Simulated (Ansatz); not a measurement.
Consider the formal exchange of groups at the Se–C bond: `CC(=O)[SeH]` + `O[SiH2][SiH2]Cl` → `O[SiH2][SiH2][SeH]` + `CC(=O)Cl`.

Computed with Ansatz on PBE0-D4/def2-TZVP structures; ΔE is electronic, products minus reactants. CCSD(T)/CBS is the MP2 limit (def2-TZVPP, def2-QZVPP) plus CCSD(T) − MP2 in def2-TZVPP, frozen cores. Functionals use def2-TZVPP. B3LYP here is the variant with VWN-RPA as its local correlation; programs differ in this. For Se outer-core shells are correlated without core-valence functions, which leaves a few kJ/mol of doubt a bond. Scalar relativity is left out up to krypton. One conformer a species, not always the lowest.

`CC(=O)[SeH]`:

Cartesian coordinates in Å:
```
C 0.454 0.098 0.730
C -0.703 0.451 -0.157
O -1.538 1.262 0.099
Se -0.819 -0.510 -1.854
H 0.402 0.698 1.638
H 0.421 -0.964 0.981
H 1.395 0.289 0.210
H 0.386 -1.323 -1.647
```

`O[SiH2][SiH2]Cl`:

Z-matrix (Å, degrees):
```
Si
Si 1 2.349
O 1 1.649 2 108.5
H 1 1.490 2 108.1 3 121.9
H 1 1.483 2 112.3 3 -117.8
Cl 2 2.078 1 104.0 3 -42.4
H 2 1.485 1 114.2 3 73.8
H 2 1.485 1 114.4 3 -159.7
H 3 0.960 1 116.5 2 44.0
```

`O[SiH2][SiH2][SeH]`:

Cartesian coordinates in Å:
```
O -0.909 -1.652 -0.825
Si -0.662 -0.054 -1.149
Si 0.016 0.944 0.862
Se 1.410 -0.623 1.814
H -0.336 -2.016 -0.141
H -1.930 0.490 -1.696
H 0.419 0.153 -2.156
H 0.700 2.258 0.732
H -1.082 1.062 1.856
H 2.373 -0.562 0.704
```

`CC(=O)Cl`:

```xyz
7

C    -0.351   -0.029    0.595
C     0.463   -0.195   -0.643
O     1.042   -1.157   -1.005
Cl    0.499    1.307   -1.623
H    -0.349   -0.962    1.157
H    -1.369    0.255    0.325
H     0.065    0.781    1.195
```

```json
{"level": "PBE-D4", "ΔE (kcal/mol)": "5.5", "difference from CCSD(T)/CBS": "-1.7"}
{"level": "PBE0-D4", "ΔE (kcal/mol)": "5.8", "difference from CCSD(T)/CBS": "-1.4"}
{"level": "B3LYP-D4", "ΔE (kcal/mol)": "7.5", "difference from CCSD(T)/CBS": "0.3"}
{"level": "ωB97M-V", "ΔE (kcal/mol)": "6.9", "difference from CCSD(T)/CBS": "-0.3"}
{"level": "B2PLYP", "ΔE (kcal/mol)": "7.7", "difference from CCSD(T)/CBS": "0.5"}
{"level": "PBE", "ΔE (kcal/mol)": "5.7", "difference from CCSD(T)/CBS": "-1.5"}
{"level": "PBE0", "ΔE (kcal/mol)": "6.0", "difference from CCSD(T)/CBS": "-1.2"}
{"level": "B3LYP", "ΔE (kcal/mol)": "7.8", "difference from CCSD(T)/CBS": "0.6"}
{"level": "HF/def2-TZVPP", "ΔE (kcal/mol)": "9.2", "difference from CCSD(T)/CBS": "2.0"}
{"level": "SCS-MP2/def2-TZVPP", "ΔE (kcal/mol)": "8.0", "difference from CCSD(T)/CBS": "0.8"}
{"level": "CCSD/def2-TZVPP", "ΔE (kcal/mol)": "7.8", "difference from CCSD(T)/CBS": "0.6"}
{"level": "CCSD(T)/def2-TZVPP", "ΔE (kcal/mol)": "7.3", "difference from CCSD(T)/CBS": "0.1"}
{"level": "SCS-MP2/def2-QZVPP", "ΔE (kcal/mol)": "8.0", "difference from CCSD(T)/CBS": "0.8"}
{"level": "HF/CBS(def2)", "ΔE (kcal/mol)": "9.5", "difference from CCSD(T)/CBS": "2.3"}
{"level": "MP2/CBS(def2)", "ΔE (kcal/mol)": "7.3", "difference from CCSD(T)/CBS": "0.1"}
{"level": "CCSD/CBS(def2)", "ΔE (kcal/mol)": "7.7", "difference from CCSD(T)/CBS": "0.5"}
{"level": "CCSD(T)/CBS", "ΔE (kcal/mol)": "7.2", "difference from CCSD(T)/CBS": "0"}
```

Largest T1 diagnostic among the species: 0.014.

In def2-TZVPP, CCSD(T) changes the Hartree–Fock value by −1.9 kcal/mol (the triples alone add −0.5 kcal/mol) and MP2 by −1.8 kcal/mol.
